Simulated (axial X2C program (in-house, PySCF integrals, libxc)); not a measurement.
# Which molecule has these constants?

All values come from calculations with an in-house all-electron X2C program for linear molecules (integrals from PySCF), spin-free (one-electron X2C) or two-component (2c: spin–orbit coupling with atomic mean-field Coulomb and Gaunt terms, which also bring small scalar terms), in Dyall basis sets with cores contracted in-house; open shells are unrestricted.

A two-component PBE0 calculation in a Dyall 3-zeta basis gave Re = 1.726 Å, ωe = 963.6 cm⁻¹, Ω = 0.

Which molecule is it?
A. YS⁺
B. YSe⁺
C. YO⁺

C. The others have YSe⁺ 2.343 Å and 381.3 cm⁻¹ (Ω = 0); YS⁺ 2.209 Å and 549.4 cm⁻¹ (Ω = 0).

Each entry is the lowest single determinant of a limited PBE0 search at one distance. De goes to single-determinant-based atoms at the same level (for ions the charge split of lowest energy) and is withheld (n/a) where an atom does not fit its ground term or J level. Main or longest-lived isotopes. The functionals have no current term, which raises determinants with orbital currents.
